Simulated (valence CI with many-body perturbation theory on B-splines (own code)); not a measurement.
Values are calculated unless marked as measured or tabulated.
**Ladder of approximations for Cd¹⁷⁺**

Level of theory: configuration interaction combined with many-body perturbation theory (CI+MBPT): three valence electrons over a frozen Dirac-Fock core [Ar] 3d10, radial functions for each j: 11 s, 11 p, 9 d, 7 f, 5 g, 2 h, 1 i, with the one-electron correlation potential Σ1, the two-electron term Σ2, the three-electron term Σ3, Breit, model QED; selected CI, second order for the rest (own B-spline code, finite nucleus).

No measured levels were compared; by estimate levels hold to about 250 cm⁻¹ or 0.2 % of their energy and the worst to 1 %, as in measured heavy ions of charge 2 to 7; those with d or f electrons hold less well.

Each rung adds one term. CI alone is the Dirac-Coulomb CI over the frozen core; QED comes last and gives the full result, which names the levels. Energies are above 4s2.4p 2P°_1/2 on the same rung, in cm⁻¹.

Names give the largest LS component (configuration and term), which can be under half, so a name can repeat, a term be missing and a line seem to break the LS rules; names also repeat where a configuration has a term twice. Letters in brackets count levels of one name in rising energy.

```tsv
Level	CI alone	Σ1	Σ2	Σ3	Breit	QED	Full
4s2.4p 2P°_3/2	68828	+687	+226	+4	-1026	+128	68848
4s.4p2 4P_1/2	292548	+401	+2705	+58	+709	-1381	295040
4s.4p2 4P_3/2	331557	+891	+3401	+76	-56	-1281	334589
4s.4p2 4P_5/2	355871	+1020	+2853	+65	-293	-1254	358263
4s.4p2 2D_3/2	406135	+1046	+454	+26	-257	-1219	406185
4s.4p2 2D_5/2	431818	+1474	+1746	+47	-980	-1130	432973
4s.4p2 2P_1/2	445767	+958	-4589	-45	+112	-1318	440885
4s.4p2 2S_1/2	512930	+1629	-3144	-53	-915	-1178	509269
4s.4p2 2P_3/2	523662	+1628	-5866	-32	-928	-1179	517285
4s2.4d 2D_3/2	642915	+1155	-4569	-6	-1770	-89	637636
4s2.4d 2D_5/2	654688	+1321	-4429	-4	-2190	-41	649344
4p3 4S°_3/2 [a]	735512	+1291	-1753	+45	+735	-2634	733195
4p3 4S°_3/2 [b]	780346	+1878	-1033	+75	-187	-2506	778573
4p3 2D°_5/2	783018	+1853	+1007	+83	-363	-2413	783185
4p3 2P°_1/2	833362	+1970	-2277	-4	-216	-2492	830344
4s.4p.4d 4F°_3/2	866396	+1324	+2788	+123	-896	-1564	868171
4p3 2P°_3/2	876483	+2427	-612	+44	-1161	-2179	875001
4s.4p.4d 4F°_5/2	880904	+1380	+2847	+134	-1132	-1408	882727
4s.4p.4d 4F°_7/2	903328	+1613	+2727	+135	-1586	-1354	904862
```

The middle columns are the shifts that each term adds.

(1) How does the ionisation energy move along the ladder, and which term matters most?

Results:

(1) CI alone 449.74, + Σ1 451.08, + Σ2 450.89, + Σ3 450.86, + Breit 450.53, + QED 450.55 eV. The largest step is Σ1, 1.35 eV. NIST lists 452.6 ± 0.3 eV (semi-empirical), further off than its uncertainty and the later steps.
